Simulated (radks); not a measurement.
The numbers below are computed, except where a source is named.
Hg IV, configuration [Xe] 4f14 5d9.

Code: a radial shooting solver on a logarithmic mesh with Libxc functionals. Model: scalar-relativistic Kohn-Sham, PBE, spin-unpolarised, spherical densities, finite nucleus; Fermi nuclear charge, rms radius 5.4648 fm.

Energy parts (hartree):
| part | energy |
|---|---|
| total | -19615.5794 |
| kinetic | 22006.1837 |
| electron-nucleus | -48758.9313 |
| Hartree | 7506.3709 |
| exchange-correlation | -369.2027 |

Orbitals (lengths in bohr, moments of r in powers of bohr; <r^-3> diverges for s and p1/2; r(max) is where P^2 peaks):
orbital  occ.  eigenvalue (hartree)  <r^-3>   r(max)       <r^4>   <1/r>
1s          2             -3056.456       -  0.01023   3.995e-07   97.53
2s          2             -542.7892       -  0.05915  0.00005825   22.88
2p          6             -468.4022   26780  0.04906  0.00004760   20.28
3s          2             -129.7752       -   0.1668    0.002100   8.484
3p          6             -108.2706    6155   0.1664    0.002319   7.721
3d         10             -85.60034   759.1   0.1355    0.001782   7.260
4s          2             -29.52044       -   0.3757     0.04666   3.642
4p          6             -22.46663    1492   0.3958     0.06247   3.285
4d         10             -14.08368   161.5   0.4028     0.08563   2.947
5s          2              -5.59818       -   0.8274       1.192   1.507
4f         14              -4.79045   31.73   0.3665      0.1588   2.535
5p          6              -3.69526   262.1   0.9271       2.168   1.285
5d          9              -1.56109   17.39    1.146       8.279  0.9402
6s          0              -1.25460       -    2.000       44.56  0.5724
6p          0              -0.88529   32.63    2.455       101.2  0.4601

The highest occupied level is 5d at -42.479 eV. The electron density at the nucleus is 2.5e+06 e/bohr^3 (large components only).
